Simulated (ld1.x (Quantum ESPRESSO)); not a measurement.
**u(r) = r·R(r): atom against pseudo-atom (Hf (Z = 72))**

Columns: radius, all-electron u(r) and pseudo u(r) of the 5d shell (level -3.30 eV) of hafnium in the configuration [Xe] 4f14 5d2 6s1.5 6p0.5; PBE, scalar-relativistic, TM semilocal scheme, ld1.x (Quantum ESPRESSO) 7.5.

```
r (bohr)  all-electron  pseudo
   0.168        0.1251  0.0042
   0.335       -0.2362  0.0312
   0.503       -0.2206  0.0959
   0.670        0.0056  0.1976
   0.838        0.2424  0.3229
   1.005        0.4241  0.4474
   1.172        0.5465  0.5502
   1.340        0.6198  0.6199
   1.508        0.6561  0.6561
   1.675        0.6665  0.6665
   1.842        0.6600  0.6600
   2.010        0.6423  0.6423
   2.178        0.6178  0.6178
   2.345        0.5897  0.5897
   2.512        0.5598  0.5598
   2.680        0.5290  0.5290
   2.848        0.4984  0.4984
   3.015        0.4684  0.4684
   3.182        0.4393  0.4393
   3.350        0.4109  0.4109
   3.518        0.3837  0.3837
   3.685        0.3579  0.3579
   3.852        0.3332  0.3332
   4.020        0.3098  0.3098
   4.188        0.2876  0.2876
   4.355        0.2668  0.2668
```

(1) How many radial nodes do the two functions have?

(2) At about which radius was the pseudo-wave matched?

(3) Is the pseudo-wave norm-conserving?

Answers

(1) The all-electron 5d function has n − l − 1 = 2; the pseudo-wave has 0, since the states of the same l below it are removed with the core.

(2) 1.70 bohr. The columns agree to 0.0005 from 1.34 bohr on; several derivatives are matched, so the curves merge somewhat inside the radius.

(3) Yes: the TM semilocal scheme keeps the norm inside the radius equal to the all-electron one, which fixes the energy derivative of the logarithmic derivative at the level.
